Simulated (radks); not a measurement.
The numbers below are computed, except where a source is named.
Isoelectronic series with 18 electrons, each ion in its NIST ground configuration. Code: a radial shooting solver on a logarithmic mesh with Libxc functionals. Model: Dirac Kohn-Sham, PBE, spin-unpolarised, spherical densities, finite nucleus; Fermi nuclear charge, rms radius of each element as measured or else 0.836 A^(1/3) + 0.57 fm. Total energies (hartree) and mean radii <r> (bohr):

| ion | configuration | E (hartree) | 3p3/2 | 3p1/2 | 3s1/2 | 2p3/2 |
|---|---|---|---|---|---|---|
| Ar | [Ar] | -529.23139 | 1.668 | 1.657 | 1.406 | 0.3775 |
| Sc3+ | [Ar] | -762.42464 | 1.132 | 1.125 | 1.056 | 0.3085 |
| Cr6+ | [Ar] | -1040.95095 | 0.8740 | 0.8678 | 0.8457 | 0.2606 |
| Co9+ | [Ar] | -1365.05921 | 0.7157 | 0.7097 | 0.7062 | 0.2254 |
| Zn12+ | [Ar] | -1735.14029 | 0.6073 | 0.6011 | 0.6063 | 0.1985 |
| As15+ | [Ar] | -2151.67828 | 0.5278 | 0.5215 | 0.5311 | 0.1773 |
| Kr18+ | [Ar] | -2615.24100 | 0.4670 | 0.4603 | 0.4722 | 0.1601 |
| Mo24+ | [Ar] | -3686.11896 | 0.3795 | 0.3722 | 0.3859 | 0.1340 |
| Rh27+ | [Ar] | -4294.99197 | 0.3470 | 0.3393 | 0.3531 | 0.1239 |
| Cd30+ | [Ar] | -4954.01380 | 0.3195 | 0.3115 | 0.3252 | 0.1151 |
| Sb33+ | [Ar] | -5664.21253 | 0.2960 | 0.2876 | 0.3012 | 0.1075 |
| Xe36+ | [Ar] | -6426.72261 | 0.2757 | 0.2669 | 0.2802 | 0.1008 |
| La39+ | [Ar] | -7242.8155 | 0.2579 | 0.2487 | 0.2616 | 0.09488 |
| Nd42+ | [Ar] | -8113.8959 | 0.2422 | 0.2326 | 0.2452 | 0.08957 |
| Eu45+ | [Ar] | -9041.4862 | 0.2282 | 0.2182 | 0.2304 | 0.08480 |
| Dy48+ | [Ar] | -10027.3640 | 0.2157 | 0.2052 | 0.2171 | 0.08050 |
| Tm51+ | [Ar] | -11073.4898 | 0.2045 | 0.1935 | 0.2051 | 0.07659 |
| Hf54+ | [Ar] | -12181.9160 | 0.1943 | 0.1828 | 0.1941 | 0.07302 |
| Re57+ | [Ar] | -13355.1661 | 0.1850 | 0.1730 | 0.1839 | 0.06975 |
